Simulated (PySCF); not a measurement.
PySCF input file for H3O4Si, SMILES [O][Si](O)(O)O, multiplicity 2, B3LYP-D3(BJ)/def2-SVP. Coordinates come from a B3LYP-D3(BJ)/def2-SVP optimisation. The isomer is the one that the SMILES or the coordinates give; other isomers of the formula were not compared. One conformer was computed; it need not be the lowest.

```python
import numpy as np
from pyscf import gto, scf, dft, df
from pyscf.hessian import thermo

mol = gto.M(
    atom='''
    O    -1.20078298    0.81694566    0.87522769
    Si   -0.02747066    0.01425630   -0.00784078
    O    -0.77955022   -1.11130865   -0.93968330
    O     0.88129328    0.93067942   -1.02751553
    O     0.95686582   -0.57442022    1.18366697
    H    -0.45955109   -1.18741484   -1.84696780
    H     1.44214941    1.61213078   -0.63933012
    H     0.53938396   -1.11947385    1.86250241
    ''',
    basis='def2-SVP',
    charge=0,
    spin=1,
    max_memory=1600,
    verbose=3,
)
mf = dft.UKS(mol, xc='b3lyp').density_fit(auxbasis='def2-universal-jkfit')
mf.disp = 'd3bj'
mf.grids.level = 3
mf.conv_tol = 1e-11
mf.max_cycle = 100
mf.kernel()
fine, coarse = mf.grids, dft.Grids(mol).set(level=1).build(with_non0tab=True)
for _ in range(3):  # follow internal instabilities
    mf.grids = coarse
    mo, _, stable, _ = mf.stability(return_status=True, nroots=4)
    mf.grids = fine
    if stable:
        break
    mf.kernel(mf.make_rdm1(mo, mf.mo_occ))

# analytic Hessian; the response equations are solved on a coarser grid
h, args, fine = mf.Hessian(), (mf.mo_energy, mf.mo_coeff, mf.mo_occ), mf.grids
h.max_memory = max(150, 2.5e-5 * df.make_auxmol(mol, mf.with_df.auxbasis).nao * mol.nelec[0] * (mol.nelec[0] + mol.nao))  # MB; small integral blocks
h1ao = h.make_h1(mf.mo_coeff, mf.mo_occ)
mf.grids = dft.Grids(mol).set(level=1).build(with_non0tab=True)
mo1, mo_e1 = h.solve_mo1(*args, h1ao)
mf.grids = fine
hess = h.hess_elec(*args, mo1, mo_e1, h1ao) + h.hess_nuc()
if mf.do_disp():
    hess += h.get_dispersion()
for i in range(mol.natm):  # the analytic DFT Hessian lacks the response of the grid: restore translational invariance
    hess[i, i] -= hess[i].sum(axis=0)
hess = (hess + hess.transpose(1, 0, 3, 2)) / 2
vib = thermo.harmonic_analysis(mol, hess, imaginary_freq=False)
thermo.dump_normal_mode(mol, vib)
th = thermo.thermo(mf, vib['freq_au'][vib['freq_au'] > 0], 298.15, 101325)
thermo.dump_thermo(mol, th)
g0 = mf.nuc_grad_method().set(verbose=0).kernel()

# dipole derivatives [dipole axis, atom, xyz] from the same response
r, irp = mol.intor('int1e_r'), mol.intor('int1e_irp').reshape(3, 3, mol.nao, mol.nao)
sl, dm0, ok = mol.aoslice_by_atom(), np.array(mf.make_rdm1()), []
dmu = np.einsum('a,xt->xat', mol.atom_charges(), np.eye(3))
for a, (_, _, p0, p1) in enumerate(sl):
    dmu[:, a] += 2 * np.einsum('xtij,ij->xt', irp[:, :, :, p0:p1], dm0.reshape(-1, mol.nao, mol.nao).sum(0)[:, p0:p1])
    for u, c, occ, f in zip(mo1, mf.mo_coeff, mf.mo_occ, (2, 2)):
        dmu[:, a] -= f * np.einsum('tui,xuv,vi->xt', u[a], r, c[:, occ > 0], optimize=True)
L = vib['norm_mode']
ir = 974.8801 * (np.einsum('xat,kat->kx', dmu, L) ** 2).sum(1)       # km/mol
apt = np.einsum('xax->a', dmu) / 3
print('mode   freq/cm-1   IR/(km/mol)')
for k, w in enumerate(vib['freq_wavenumber']):
    print(f'{k + 1:4d} {w:11.2f} {ir[k]:13.3f}')
print('max |gradient| / (hartree/bohr):', abs(g0).max())
print('APT charges:', apt.round(4))
```

Output:

```

WARN: HOMO -0.408245617636706 >= LUMO -0.408245617636706

converged SCF energy = -591.990046246607  <S^2> = 0.7528618  2S+1 = 2.0028598
<class 'pyscf.df.df_jk.DFUKS'> wavefunction is stable in the internal stability analysis

WARN: DFTD3 does not support analytical Hessian, using finite difference


WARN: Mole.unit (angstrom) is changed to Bohr

Mode                                 0                   1                   2
Irrep
Freq [cm^-1]                      121.4671            216.5256            224.6463
Reduced mass [au]                   1.8196              2.3703              1.5443
Force const [Dyne/A]                0.0158              0.0655              0.0459
Char temp [K]                     174.7642            311.5321            323.2160
Normal mode                   x     y     z       x     y     z       x     y     z
       0   O                 0.07  0.09  0.00   -0.06  0.04 -0.10   -0.07  0.00 -0.09
       1  Si                -0.00 -0.00 -0.00    0.01  0.01  0.01    0.03 -0.01  0.04
       2   O                 0.07 -0.06  0.01   -0.04 -0.01  0.08   -0.01  0.02  0.03
       3   O                -0.04  0.03 -0.01    0.01  0.05  0.06    0.00 -0.02  0.00
       4   O                -0.06 -0.06  0.01    0.06 -0.04 -0.06    0.05 -0.04 -0.01
       5   H                -0.01  0.01 -0.02    0.11 -0.29  0.15   -0.48  0.51 -0.18
       6   H                -0.48  0.42 -0.06    0.09 -0.05  0.11   -0.19  0.18 -0.07
       7   H                -0.05 -0.28 -0.16    0.17 -0.38 -0.26    0.03  0.15  0.13
Mode                                 3                   4                   5
Irrep
Freq [cm^-1]                      286.4925            305.6013            329.1747
Reduced mass [au]                   1.7482              1.7324              2.6402
Force const [Dyne/A]                0.0845              0.0953              0.1686
Char temp [K]                     412.1989            439.6923            473.6092
Normal mode                   x     y     z       x     y     z       x     y     z
       0   O                 0.01  0.07  0.00   -0.04 -0.02  0.03    0.02 -0.07  0.03
       1  Si                -0.02  0.00  0.01   -0.01  0.02  0.04    0.00  0.03 -0.06
       2   O                 0.09 -0.06  0.00    0.03  0.05 -0.04   -0.02 -0.06  0.08
       3   O                -0.07  0.03 -0.01    0.01 -0.10 -0.06    0.09  0.04  0.01
       4   O                -0.02 -0.04 -0.02    0.01  0.05  0.04   -0.06  0.05 -0.00
       5   H                -0.14  0.29 -0.11    0.05  0.22 -0.04   -0.46  0.10 -0.09
       6   H                 0.47 -0.44  0.03    0.02 -0.02 -0.20    0.08 -0.01  0.11
       7   H                 0.01 -0.07 -0.03    0.17 -0.56 -0.35   -0.08 -0.20 -0.22
Mode                                 6                   7                   8
Irrep
Freq [cm^-1]                      338.4724            373.2326            752.2972
Reduced mass [au]                   4.2946              8.2525             12.4890
Force const [Dyne/A]                0.2899              0.6773              4.1644
Char temp [K]                     486.9864            536.9987           1082.3882
Normal mode                   x     y     z       x     y     z       x     y     z
       0   O                -0.04 -0.07 -0.01   -0.07  0.01  0.07    0.10 -0.07 -0.08
       1  Si                 0.06  0.06  0.01   -0.06  0.07  0.01   -0.01  0.01  0.01
       2   O                 0.02  0.04  0.07    0.07 -0.03  0.03    0.05  0.07  0.06
       3   O                -0.03  0.03 -0.10    0.08 -0.07  0.01   -0.07 -0.06  0.08
       4   O                -0.06 -0.10  0.03    0.01 -0.04 -0.12   -0.07  0.03 -0.08
       5   H                 0.08 -0.13  0.11    0.11 -0.01  0.04    0.02  0.04  0.06
       6   H                 0.12 -0.01 -0.25   -0.08  0.09 -0.03   -0.01 -0.03 -0.08
       7   H                -0.27  0.04  0.01    0.01  0.19  0.06    0.07  0.04 -0.01
Mode                                 9                  10                  11
Irrep
Freq [cm^-1]                      793.8063            802.0111            813.9576
Reduced mass [au]                   1.2638              1.2378              1.4665
Force const [Dyne/A]                0.4692              0.4691              0.5724
Char temp [K]                    1142.1106           1153.9154           1171.1038
Normal mode                   x     y     z       x     y     z       x     y     z
       0   O                -0.02  0.01  0.02    0.02 -0.02 -0.02   -0.03  0.03  0.02
       1  Si                 0.01 -0.02  0.00   -0.01 -0.00  0.01    0.00 -0.01 -0.02
       2   O                 0.04  0.04  0.00    0.00  0.02  0.04    0.07  0.07 -0.00
       3   O                 0.02  0.02 -0.05    0.01  0.01 -0.09   -0.04 -0.05  0.01
       4   O                -0.07 -0.01 -0.00   -0.01 -0.00 -0.00    0.05  0.01  0.01
       5   H                -0.28 -0.31 -0.07    0.26  0.30  0.10   -0.41 -0.43 -0.11
       6   H                -0.03 -0.03  0.12   -0.27 -0.20  0.72   -0.13 -0.13  0.28
       7   H                 0.67 -0.09  0.36   -0.03 -0.01 -0.02   -0.37  0.03 -0.21
Mode                                12                  13                  14
Irrep
Freq [cm^-1]                      880.3759            985.6401           1007.9260
Reduced mass [au]                   9.1210              6.3606              5.5002
Force const [Dyne/A]                4.1651              3.6407              3.2922
Char temp [K]                    1266.6649           1418.1166           1450.1811
Normal mode                   x     y     z       x     y     z       x     y     z
       0   O                -0.07  0.05  0.06   -0.01 -0.00  0.01   -0.05  0.03  0.04
       1  Si                 0.09 -0.08  0.01    0.09  0.09  0.02    0.02  0.01 -0.13
       2   O                 0.00  0.02  0.03   -0.05 -0.08 -0.07    0.01  0.03  0.06
       3   O                 0.00  0.01  0.00   -0.06 -0.07  0.04   -0.05 -0.05  0.06
       4   O                -0.08  0.06 -0.10   -0.03  0.00 -0.02    0.03 -0.03  0.06
       5   H                 0.13  0.12  0.06   -0.03 -0.07 -0.07    0.17  0.22  0.09
       6   H                 0.02  0.01 -0.03   -0.13 -0.12  0.24   -0.04 -0.03  0.00
       7   H                -0.09  0.04 -0.12    0.10 -0.01  0.04    0.18 -0.06  0.13
Mode                                15                  16                  17
Irrep
Freq [cm^-1]                     3865.5276           3872.9358           3883.6922
Reduced mass [au]                   1.0670              1.0668              1.0671
Force const [Dyne/A]                9.3935              9.4278              9.4832
Char temp [K]                    5561.6336           5572.2923           5587.7684
Normal mode                   x     y     z       x     y     z       x     y     z
       0   O                 0.00  0.00 -0.00   -0.00  0.00 -0.00   -0.00 -0.00  0.00
       1  Si                -0.00 -0.00 -0.00    0.00  0.00 -0.00   -0.00  0.00  0.00
       2   O                -0.00  0.00  0.01    0.02 -0.01 -0.06    0.00 -0.00 -0.00
       3   O                -0.00 -0.00 -0.00   -0.00 -0.00 -0.00    0.04  0.04  0.02
       4   O                -0.02 -0.03  0.04   -0.00 -0.01  0.01   -0.00 -0.00  0.00
       5   H                 0.06 -0.02 -0.17   -0.30  0.09  0.89   -0.02  0.01  0.06
       6   H                 0.02  0.02  0.01    0.04  0.05  0.03   -0.57 -0.69 -0.37
       7   H                 0.39  0.54 -0.68    0.07  0.10 -0.13    0.02  0.02 -0.03
temperature 298.1500 [K]
pressure 101325.00 [Pa]
Rotational constants [GHz] 4.30918 4.02355 3.66554
Symmetry number 1
Zero-point energy (ZPE) 0.04523 [Eh]   118751.990 [J/mol]
                           tot       elec      trans        rot        vib
Entropy [J/mol/K]       341.396      5.763    165.554    108.902     61.177
Cv [J/mol/K]             98.639      0.000     12.472     12.472     73.695
Cp [J/mol/K]            106.953      0.000     20.786     12.472     73.695
Internal energy [J/mol]                      3718.434   3718.434 129667.172
Internal energy [Eh]   -591.93783  -591.99005
Enthalpy [J/mol]                             6197.391   3718.434 129667.172
Enthalpy [Eh]          -591.93688
Gibbs free energy [J/mol]                  -43162.576 -28750.644 111427.357
Gibbs free energy [Eh] -591.97565
mode   freq/cm-1   IR/(km/mol)
   1      121.47        45.350
   2      216.53        72.003
   3      224.65       123.456
   4      286.49         9.966
   5      305.60        20.493
   6      329.17        87.070
   7      338.47        29.848
   8      373.23        97.413
   9      752.30         5.660
  10      793.81       122.439
  11      802.01       134.218
  12      813.96       205.300
  13      880.38        67.006
  14      985.64       199.071
  15     1007.93       200.408
  16     3865.53       142.595
  17     3872.94       102.125
  18     3883.69       101.985
max |gradient| / (hartree/bohr): 6.298123097925334e-05
APT charges: [-0.3813  1.8566 -0.8046 -0.8362 -0.8074  0.3268  0.3237  0.3224]
```

Self-consistency was reached.
